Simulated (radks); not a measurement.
Numerical settings for neutral fluorine, [He] 2s2 2p5. All-electron calculation, scalar-relativistic Kohn-Sham, PBEsol, spin-unpolarised, spherical densities, finite nucleus; Fermi nuclear charge, rms radius 2.8976 fm. Program: a radial shooting solver on a logarithmic mesh with Libxc functionals. The defaults (mesh step 0.008 in ln r, mesh end at 40 bohr or more with all orbitals vanishing there, Anderson mixing 0.5 over 9 steps, residual threshold near 1e-9 with the energy settled to 1e-9 hartree or 1e-11 of itself, here a cap of 50 iterations) give E = -99.4479 hartree and 2p at -11.052 eV in 14 iterations. Run on one thread of a shared host, so times are rough (Arm Neoverse N1): 0.06 s of CPU time, 0.06 s wall, 14 iterations on 2208 mesh points. Changes against that run (0 stands for a change within the tolerance of the run):

setting                    iterations  converged  E (mhartree)  e(2p) (meV)  CPU (s)
mesh step in ln r 0.02             14        yes             0            0     0.03
mesh step in ln r 0.03             14        yes             0            0     0.02
mesh step in ln r 0.08             14        yes       +0.0025            0     0.02
mesh end (bohr) 3                  13        yes          +174    +4.34e+03     0.05
mesh end (bohr) 20                 14        yes             0            0     0.06
residual threshold 1e-16           50         no             0            0     0.14
residual threshold 0.1              9        yes             0       +0.296     0.04
mixing 0.2                         16        yes             0            0     0.07
linear mixing, mixing 0.2          50         no             0       -0.112     0.16
linear mixing, mixing 0.8          50         no             0        +1.31     0.17
mixing history 2                   19        yes             0            0     0.07
iteration cap 2                     2         no           +54    -1.26e+04     0.01

Settings that end as converged yet miss the energy by more than 1 mhartree: mesh end (bohr) 3 (+0.174 hartree). A mesh that ends early acts as a hard wall.
